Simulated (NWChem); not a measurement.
System: GeH2OF2; SMILES [OH][GeH]([F])[F]

```xyz
6

Ge    -0.2651     0.0117     0.0000
O      0.3916     1.6258     0.0000
F      0.3567    -0.8579     1.3538
F      0.3567    -0.8579    -1.3538
H     -1.7811     0.0396     0.0000
H      1.3556     1.6597     0.0000
```
Atoms are numbered in this order, from 1.

Results from NWChem. STO-3G and 3-21G are far too small for this property and stand as cheap habits. Structure relaxed at the PBE0/def2-SVP level. GIAO values for the isolated, static molecule; σ is the absolute isotropic shielding, δ = σ(reference) − σ with the isolated reference molecule computed at the same levels (19F: trichlorofluoromethane, 1H: tetramethylsilane, 17O: water).

### Question
Estimate the computed values for Hartree-Fock/STO-3G. Quantities: σ Ge1 (ppm); δ O2 (ppm); δ F3 (ppm); δ H5 (ppm); δ H6 (ppm).

### Answer
σ Ge1 (ppm): 2256.6
δ O2 (ppm): -101.4
δ F3 (ppm): -203.7
δ H5 (ppm): 2.55
δ H6 (ppm): -3.19
